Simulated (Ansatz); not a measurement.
Total energies of CuSn₂ from Ansatz at r2SCAN-D4/def2-TZVP, gas phase (1 Eh = 27.2114 eV = 2625.5 kJ/mol). The reference geometry is relaxed at PBE-D4/def2-TZVP.

```xyz
3

Cu    0.421    0.420    1.326
Sn   -0.779   -1.317   -0.132
Sn    0.358    0.896   -1.194
```

```json
{"state": "charge 0 doublet", "geometry": "reference", "energy (Eh)": "-2069.31763"}
{"state": "charge 1 triplet", "geometry": "reference", "energy (Eh)": "-2069.07480"}
{"state": "charge 0 quartet", "geometry": "relaxed at PBE-D4/def2-TZVP", "energy (Eh)": "-2069.29386"}
{"state": "free Cu atom (doublet)", "geometry": "–", "energy (Eh)": "-1640.46806"}
{"state": "free Sn atom (triplet)", "geometry": "–", "energy (Eh)": "-214.33064"}
```

In the def2 sets Sn takes a core potential; there is no spin–orbit coupling.

**Question.** Work out the vertical ionisation energy to the triplet.

**Answer.** E(charge 1 triplet) − E(charge 0 doublet) = -2069.07480 − (-2069.31763) = 0.24283 Eh = 6.61 eV. For comparison, −ε of the highest occupied level of the spin that leaves is 4.37 eV at this level, 2.24 eV less.

**Question.** Which of the charge 0 states is lowest, and how far above it are the others?

**Answer.** The doublet. quartet: -2069.29386 − (-2069.31763) = 0.02377 Eh = 62.4 kJ/mol.

**Question.** What is the binding energy per atom against free atoms?

**Answer.** Atoms: 1 × (-1640.46806) + 2 × (-214.33064) = -2069.12934 Eh. Binding: -2069.12934 − (-2069.31763) = 0.18829 Eh = 5.12 eV, or 1.71 eV for each of 3 atoms (no zero-point energy, no counterpoise term).

The structure comes from a short search, and lower isomers may exist.
